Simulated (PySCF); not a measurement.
PySCF job for Si(Cl)(F)2(SMe) (CH3ClF2SSi), SMILES CS[Si](F)(F)Cl, PBE-D3(BJ)/def2-SVP. The structure is a stationary point at PBE-D3(BJ)/def2-SVP. The structure was generated by enumeration, and PubChem lists no compound with its InChIKey, so it may never have been made. The values are those of a single conformer.

```python
import numpy as np
from pyscf import gto, scf, dft, df
from pyscf.hessian import thermo

mol = gto.M(
    atom='''
    C    -2.38835091   -0.11506768   -0.46986013
    S    -1.13209505    1.23444117   -0.46168250
    Si    0.58356841    0.05002485   -0.14033977
    F     0.89825278   -0.94491121   -1.38421814
    F     1.84942326    1.04584071    0.01897015
    Cl    0.44177654   -1.15179395    1.52224307
    H    -3.36755452    0.38620722   -0.57924696
    H    -2.23098526   -0.79935973   -1.32435294
    H    -2.36707698   -0.67571665    0.48353738
    ''',
    basis='def2-SVP',
    charge=0,
    spin=0,
    max_memory=1600,
    verbose=3,
)
mf = dft.RKS(mol, xc='pbe').density_fit(auxbasis='def2-universal-jkfit')
mf.disp = 'd3bj'
mf.grids.level = 3
mf.conv_tol = 1e-11
mf.max_cycle = 100
mf.kernel()

# analytic Hessian; the response equations are solved on a coarser grid
h, args, fine = mf.Hessian(), (mf.mo_energy, mf.mo_coeff, mf.mo_occ), mf.grids
h.max_memory = max(150, 2.5e-5 * df.make_auxmol(mol, mf.with_df.auxbasis).nao * mol.nelec[0] * (mol.nelec[0] + mol.nao))  # MB; small integral blocks
h1ao = h.make_h1(mf.mo_coeff, mf.mo_occ)
mf.grids = dft.Grids(mol).set(level=1).build(with_non0tab=True)
mo1, mo_e1 = h.solve_mo1(*args, h1ao)
mf.grids = fine
hess = h.hess_elec(*args, mo1, mo_e1, h1ao) + h.hess_nuc()
if mf.do_disp():
    hess += h.get_dispersion()
for i in range(mol.natm):  # the analytic DFT Hessian lacks the response of the grid: restore translational invariance
    hess[i, i] -= hess[i].sum(axis=0)
hess = (hess + hess.transpose(1, 0, 3, 2)) / 2
vib = thermo.harmonic_analysis(mol, hess, imaginary_freq=False)
thermo.dump_normal_mode(mol, vib)
th = thermo.thermo(mf, vib['freq_au'][vib['freq_au'] > 0], 298.15, 101325)
thermo.dump_thermo(mol, th)
g0 = mf.nuc_grad_method().set(verbose=0).kernel()

# dipole derivatives [dipole axis, atom, xyz] from the same response
r, irp = mol.intor('int1e_r'), mol.intor('int1e_irp').reshape(3, 3, mol.nao, mol.nao)
sl, dm0, ok = mol.aoslice_by_atom(), np.array(mf.make_rdm1()), []
dmu = np.einsum('a,xt->xat', mol.atom_charges(), np.eye(3))
for a, (_, _, p0, p1) in enumerate(sl):
    dmu[:, a] += 2 * np.einsum('xtij,ij->xt', irp[:, :, :, p0:p1], dm0.reshape(-1, mol.nao, mol.nao).sum(0)[:, p0:p1])
    for u, c, occ, f in [(mo1, mf.mo_coeff, mf.mo_occ, 4)]:
        dmu[:, a] -= f * np.einsum('tui,xuv,vi->xt', u[a], r, c[:, occ > 0], optimize=True)
L = vib['norm_mode']
ir = 974.8801 * (np.einsum('xat,kat->kx', dmu, L) ** 2).sum(1)       # km/mol
apt = np.einsum('xax->a', dmu) / 3
print('mode   freq/cm-1   IR/(km/mol)')
for k, w in enumerate(vib['freq_wavenumber']):
    print(f'{k + 1:4d} {w:11.2f} {ir[k]:13.3f}')
print('max |gradient| / (hartree/bohr):', abs(g0).max())
print('APT charges:', apt.round(4))
```

Program output:

```
converged SCF energy = -1386.39296768974

WARN: DFTD3 does not support analytical Hessian, using finite difference


WARN: Mole.unit (angstrom) is changed to Bohr

Mode                                 0                   1                   2
Irrep
Freq [cm^-1]                       42.4843            116.6017            130.5286
Reduced mass [au]                   4.2393              1.7126              1.8649
Force const [Dyne/A]                0.0045              0.0137              0.0187
Char temp [K]                      61.1255            167.7639            187.8015
Normal mode                   x     y     z       x     y     z       x     y     z
       0   C                -0.04  0.03  0.17    0.09 -0.08  0.05   -0.07  0.08 -0.02
       1   S                 0.01 -0.02 -0.06   -0.00  0.01  0.01    0.01  0.00 -0.03
       2  Si                 0.01 -0.00 -0.02    0.01  0.02 -0.00   -0.01 -0.02  0.02
       3   F                 0.09  0.01 -0.01   -0.05  0.03 -0.02    0.00 -0.01  0.02
       4   F                -0.01  0.02  0.03    0.05 -0.03  0.00   -0.05  0.03  0.01
       5  Cl                -0.04 -0.01 -0.03   -0.04  0.01 -0.02    0.07 -0.04  0.01
       6   H                -0.03  0.06  0.22    0.08 -0.19 -0.35   -0.01  0.12 -0.42
       7   H                -0.14 -0.05  0.22    0.36 -0.31  0.28    0.11 -0.15  0.19
       8   H                 0.03  0.11  0.22   -0.11  0.18  0.21   -0.36  0.32  0.12
Mode                                 3                   4                   5
Irrep
Freq [cm^-1]                      175.8262            204.1616            263.8429
Reduced mass [au]                   8.7304              9.6942             14.7061
Force const [Dyne/A]                0.1590              0.2381              0.6032
Char temp [K]                     252.9748            293.7431            379.6112
Normal mode                   x     y     z       x     y     z       x     y     z
       0   C                 0.03 -0.02  0.03   -0.09  0.02 -0.02    0.08 -0.00  0.02
       1   S                -0.00  0.02 -0.10   -0.03 -0.04  0.02    0.06  0.01  0.02
       2  Si                -0.02  0.02  0.02    0.01 -0.02 -0.02   -0.02 -0.06 -0.05
       3   F                -0.10  0.04 -0.01    0.03  0.07 -0.09   -0.01 -0.03 -0.08
       4   F                 0.01 -0.04  0.09    0.05 -0.09  0.05   -0.12  0.03  0.07
       5  Cl                 0.06 -0.02  0.01    0.01  0.06  0.03    0.00  0.04  0.02
       6   H                -0.00 -0.05  0.18   -0.05  0.08 -0.08    0.06 -0.04  0.00
       7   H                -0.06  0.02 -0.02   -0.09 -0.01 -0.00    0.10 -0.01  0.02
       8   H                 0.18 -0.05  0.00   -0.17  0.04 -0.01    0.08  0.01  0.02
Mode                                 6                   7                   8
Irrep
Freq [cm^-1]                      280.3114            308.3576            470.7140
Reduced mass [au]                  21.6876             13.2252             22.8399
Force const [Dyne/A]                1.0040              0.7409              2.9817
Char temp [K]                     403.3057            443.6579            677.2527
Normal mode                   x     y     z       x     y     z       x     y     z
       0   C                 0.01  0.01 -0.00   -0.05  0.01 -0.01   -0.01 -0.01 -0.00
       1   S                 0.05 -0.03 -0.02    0.03 -0.08  0.01   -0.07  0.06 -0.01
       2  Si                 0.02 -0.02  0.05    0.07  0.02 -0.00    0.07 -0.00 -0.05
       3   F                -0.03  0.11 -0.06   -0.11 -0.04  0.00   -0.00 -0.06 -0.06
       4   F                -0.02  0.05 -0.09    0.03  0.08  0.06    0.05  0.06  0.02
       5  Cl                -0.03 -0.04  0.07   -0.02  0.02 -0.04   -0.01 -0.05  0.07
       6   H                 0.02  0.04  0.03   -0.00  0.11 -0.01   -0.04 -0.06 -0.01
       7   H                -0.03  0.01 -0.01   -0.10  0.01 -0.01    0.02 -0.01  0.01
       8   H                 0.01 -0.00 -0.01   -0.11  0.00 -0.01    0.02  0.01  0.00
Mode                                 9                  10                  11
Irrep
Freq [cm^-1]                      623.0871            684.1354            864.8529
Reduced mass [au]                  21.1479              6.9351             19.7540
Force const [Dyne/A]                4.8374              1.9124              8.7054
Char temp [K]                     896.4835            984.3185           1244.3308
Normal mode                   x     y     z       x     y     z       x     y     z
       0   C                -0.01 -0.01  0.00   -0.16 -0.15 -0.00    0.00 -0.00  0.01
       1   S                -0.04  0.05 -0.01    0.08  0.06  0.00    0.01 -0.01 -0.00
       2  Si                 0.07 -0.10  0.10   -0.01  0.01 -0.01   -0.10  0.01  0.07
       3   F                -0.00  0.00 -0.02   -0.00  0.00  0.00    0.03 -0.08 -0.10
       4   F                -0.01  0.01 -0.01    0.00  0.00  0.00    0.09  0.07  0.01
       5  Cl                 0.00  0.04 -0.05   -0.00 -0.00  0.00    0.00  0.01 -0.01
       6   H                -0.06 -0.09  0.01   -0.15 -0.13 -0.01    0.02  0.03 -0.01
       7   H                 0.02 -0.01  0.00   -0.09 -0.13 -0.01    0.02  0.03 -0.02
       8   H                 0.02 -0.02 -0.00   -0.09 -0.13  0.01   -0.03 -0.03 -0.01
Mode                                12                  13                  14
Irrep
Freq [cm^-1]                      935.0976            946.2951            950.2889
Reduced mass [au]                   1.2329              2.0785              2.4235
Force const [Dyne/A]                0.6352              1.0966              1.2894
Char temp [K]                    1345.3973           1361.5080           1367.2542
Normal mode                   x     y     z       x     y     z       x     y     z
       0   C                 0.01 -0.01 -0.11    0.05 -0.07 -0.01    0.05 -0.06  0.03
       1   S                -0.00  0.00  0.02   -0.01  0.02 -0.00   -0.01  0.02 -0.01
       2  Si                -0.02 -0.02 -0.01    0.04  0.06  0.04   -0.04 -0.08 -0.04
       3   F                -0.00  0.01  0.01    0.01 -0.04 -0.05   -0.01  0.05  0.06
       4   F                 0.03  0.02  0.00   -0.07 -0.05 -0.01    0.07  0.06  0.01
       5  Cl                 0.00  0.00 -0.00   -0.00 -0.00  0.00    0.00  0.00 -0.00
       6   H                -0.01  0.02  0.24    0.29  0.41  0.03    0.27  0.35 -0.04
       7   H                -0.39 -0.45  0.17   -0.34 -0.12 -0.04   -0.22  0.02 -0.08
       8   H                 0.34  0.47  0.16   -0.25  0.00  0.04   -0.33 -0.13 -0.01
Mode                                15                  16                  17
Irrep
Freq [cm^-1]                     1282.4308           1396.0083           1407.5201
Reduced mass [au]                   1.1397              1.0497              1.0520
Force const [Dyne/A]                1.1044              1.2053              1.2279
Char temp [K]                    1845.1323           2008.5452           2025.1080
Normal mode                   x     y     z       x     y     z       x     y     z
       0   C                -0.07 -0.07 -0.00    0.01 -0.01 -0.06   -0.04  0.05 -0.01
       1   S                -0.01 -0.00 -0.00    0.00 -0.00 -0.00   -0.00  0.00 -0.00
       2  Si                 0.00 -0.01  0.00    0.00  0.00 -0.00   -0.00 -0.00 -0.00
       3   F                -0.00  0.00  0.00    0.00  0.00  0.00    0.00  0.00  0.00
       4   F                -0.00  0.00 -0.00   -0.00 -0.00  0.00    0.00  0.00  0.00
       5  Cl                 0.00  0.00 -0.00   -0.00 -0.00  0.00    0.00  0.00  0.00
       6   H                 0.24  0.49 -0.03   -0.06  0.01  0.70    0.12  0.33  0.08
       7   H                 0.43  0.26 -0.14    0.44 -0.01  0.05    0.25 -0.45  0.43
       8   H                 0.43  0.28  0.17   -0.49  0.15  0.07    0.19 -0.49 -0.32
Mode                                18                  19                  20
Irrep
Freq [cm^-1]                     2991.4872           3106.2293           3112.1073
Reduced mass [au]                   1.0297              1.1099              1.1070
Force const [Dyne/A]                5.4294              6.3097              6.3168
Char temp [K]                    4304.0841           4469.1723           4477.6296
Normal mode                   x     y     z       x     y     z       x     y     z
       0   C                -0.03 -0.03  0.00   -0.00  0.00  0.09   -0.06  0.06 -0.00
       1   S                -0.00  0.00 -0.00    0.00 -0.00 -0.00    0.00 -0.00 -0.00
       2  Si                 0.00 -0.00  0.00   -0.00  0.00 -0.00    0.00  0.00 -0.00
       3   F                -0.00  0.00  0.00    0.00 -0.00  0.00    0.00 -0.00 -0.00
       4   F                -0.00  0.00 -0.00   -0.00 -0.00  0.00    0.00 -0.00  0.00
       5  Cl                 0.00  0.00 -0.00    0.00  0.00  0.00   -0.00 -0.00  0.00
       6   H                 0.46 -0.25  0.05   -0.04  0.02  0.01    0.71 -0.37  0.08
       7   H                -0.10  0.35  0.46    0.11 -0.40 -0.50    0.05 -0.23 -0.31
       8   H                -0.02  0.29 -0.52   -0.03  0.34 -0.59    0.00 -0.15  0.28
temperature 298.1500 [K]
pressure 101325.00 [Pa]
Rotational constants [GHz] 2.16222 1.49239 1.21796
Symmetry number 1
Zero-point energy (ZPE) 0.04623 [Eh]   121375.317 [J/mol]
                           tot       elec      trans        rot        vib
Entropy [J/mol/K]       384.858      0.000    171.122    120.472     93.263
Cv [J/mol/K]            108.858      0.000     12.472     12.472     83.915
Cp [J/mol/K]            117.172      0.000     20.786     12.472     83.915
Internal energy [J/mol]                      3718.434   3718.434 135677.311
Internal energy [Eh]   -1386.33846  -1386.39297
Enthalpy [J/mol]                             6197.391   3718.434 135677.311
Enthalpy [Eh]          -1386.33751
Gibbs free energy [J/mol]                  -44822.697 -32200.355 107870.839
Gibbs free energy [Eh] -1386.38122
mode   freq/cm-1   IR/(km/mol)
   1       42.48         1.327
   2      116.60         0.908
   3      130.53         1.183
   4      175.83         0.582
   5      204.16         2.138
   6      263.84         8.430
   7      280.31        21.016
   8      308.36        14.960
   9      470.71        22.791
  10      623.09       229.729
  11      684.14         7.329
  12      864.85       170.960
  13      935.10         7.965
  14      946.30        62.730
  15      950.29        57.661
  16     1282.43         2.202
  17     1396.01        10.021
  18     1407.52        12.664
  19     2991.49        10.520
  20     3106.23         0.602
  21     3112.11         0.313
max |gradient| / (hartree/bohr): 0.0002942257641635986
APT charges: [ 0.0514 -0.3646  1.9466 -0.6094 -0.6088 -0.492   0.0352  0.0156  0.026 ]
```

Self-consistency was reached.

Cost: roughly 100 core-seconds.
